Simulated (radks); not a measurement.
Results of a calculation; reference values are marked as such.
Spherical quantum dot in the effective-mass picture: electrons in a hard-walled sphere of radius 2.06, with a point charge +1 (a donor) at the centre, all in effective atomic units (hartree* = m*/eps^2 hartree, bohr* = eps/m* bohr), one dielectric constant everywhere. Level of theory: non-relativistic Kohn-Sham, PBEsol, spin-polarised, spherical densities (a radial shooting solver with Libxc functionals). Levels are named by radial order and angular momentum (1s, 1p, 1d, 2s, ...), and open shells are averaged over m. Results are scaled to m* = 0.178 and eps = 9, for which hartree* = 59.8 meV and bohr* = 2.676 nm.

N = 26, configuration 1s2 1p6 1d10 2s2 1f(up 6, down 0). This is the lowest configuration that the search found. Occupied and some empty levels:

level    occupation  eigenvalue (meV)  <r> (nm)
1s up             1            1022.5     3.414
1s down           1            1029.2     3.382
1p up             3            1068.1     3.702
1p down           3            1075.9     3.689
1d up             5            1138.1     3.875
1d down           5            1146.4     3.868
2s up             1            1223.0     2.380
2s down           1            1225.9     2.395
1f up             6            1230.4     4.005
1f down           0            1239.2     4.001
1g up             0            1343.6     4.110
1g down           0            1352.6     4.108
2p up             0            1373.4     2.857
2p down           0            1377.2     2.856
2d up             0            1528.2     3.132
2d down           0            1533.0     3.129

Energy (meV): total 16960.0, kinetic 6329.2, external -1269.9, Hartree 13170, exchange-correlation -1269.2.

Electron density:

r (nm)  n(r) (e/nm^3)
0.427          0.1007
0.839         0.07186
1.25          0.05127
1.66          0.03866
2.07          0.03428
2.49          0.03802
2.90          0.04828
3.31          0.06068
3.72          0.06785
4.13          0.06230
4.55          0.04212
4.96          0.01643
5.37         0.001098
